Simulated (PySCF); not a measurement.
TiHF3 (singlet state).
Bonds: Ti1–F3, Ti1–F4, Ti1–F5. Hydrogens: H2 on Ti1.

Computed with TDDFT B3LYP/def2-SVPD, vertical, gas phase, core orbitals frozen in the response (PySCF). Isolated species at its PBE0-D3(BJ)/def2-SVP geometry, gas phase.

Problem. What does the calculation give for the low-lying excited states?

Solution. 

| state | E (eV) | ν̃ (cm⁻¹) | f | symmetry | main configurations (H = HOMO, L = LUMO) |
| --- | --- | --- | --- | --- | --- |
| S1 | 4.23 | 34080 | 0.0029 | E | H→L/L+1 (99%) |
| S2 | 4.23 | 34100 | 0.0029 | E | H→L/L+1 (99%) |
| S3 | 5.85 | 47150 | 0.0070 | E | H→L+3 (99%) |
| S4 | 5.85 | 47170 | 0.0070 | E | H→L+4 (99%) |
| S5 | 7.15 | 57630 | 0.305 | A1 | H→L+2 (84%) |
| S6 | 7.22 | 58230 | 0.0005 | – | H-1→L/L+1 (≥83%) |
| S7 | 7.22 | 58240 | 0.0005 | – | H-1→L/L+1 (≥82%) |
| S8 | 7.45 | 60110 | 0.0000 | – | H-3/H-2→L/L+1 (≥85%) |
| S9 | 7.48 | 60340 | 0.017 | A1 | H-3/H-2→L/L+1 (≥84%) |
| S10 | 7.53 | 60750 | 0.0037 | E | H-3/H-2→L/L+1 (≥56%), H-4→L/L+1 (≥19%) |
| S11 | 7.53 | 60750 | 0.0037 | E | H-3/H-2→L/L+1 (≥57%), H-4→L/L+1 (≥19%) |
| S12 | 7.88 | 63530 | 0.0065 | E | H-4→L/L+1 (≥70%) |
| S13 | 7.88 | 63550 | 0.0065 | E | H-4→L/L+1 (≥70%) |
| S14 | 7.98 | 64340 | 0.0000 | – | H-6→L/L+1 (≥48%), H-5→L/L+1 (≥48%) |

Triplets (Tamm–Dancoff): T1 3.76 eV, H→L/L+1 (99%); T2 3.76 eV, H→L/L+1 (99%); T3 4.61 eV, H→L+2 (97%).

The lowest singlet level (S1/S2) comes at 293 nm (408 kJ/mol) in the ultraviolet; it is weak. The most intense listed level is S5 at 7.15 eV (174 nm, f = 0.305), 2.92 eV above S1. S1/S2, S3/S4, S6/S7, S10/S11 and S12/S13 lie within about 0.01 eV of each other in each set; the point group C3v has degenerate representations, and within a degenerate level the listed configurations can mix freely. For S1 the Löwdin share of titanium is 45% in HOMO and 82% in LUMO; for S5 the Löwdin share of titanium is 45% in HOMO and 69% in LUMO+2. The listed states span 3.75 eV, and the widest gap between neighbours is 1.62 eV (S2 to S3). Weighted by f, the mean energy of these states is 7.10 eV. The oscillator strengths of these states sum to 0.363; summed over the whole spectrum of an exact calculation they would give the number of electrons, 50 (Thomas–Reiche–Kuhn). The vertical ionisation energy (ΔSCF) is 12.42 eV, 4.44 eV above S14. Symmetry labels in C3v follow from the direction of the transition dipole and are given only for states with f of 0.002 or more. Orbitals of the list HOMO-3 to LUMO+2 that lie within 0.01 eV of each other are written together with a slash and their weights summed (≥ marks a lower bound); for degenerate orbitals outside that list single weights are arbitrary. Only the lowest 15 singlets were computed, as vertical energies without vibronic structure. The highest level found (8.12 eV, f 0.0052 so far) is left out, since the window may have cut off a degenerate partner.
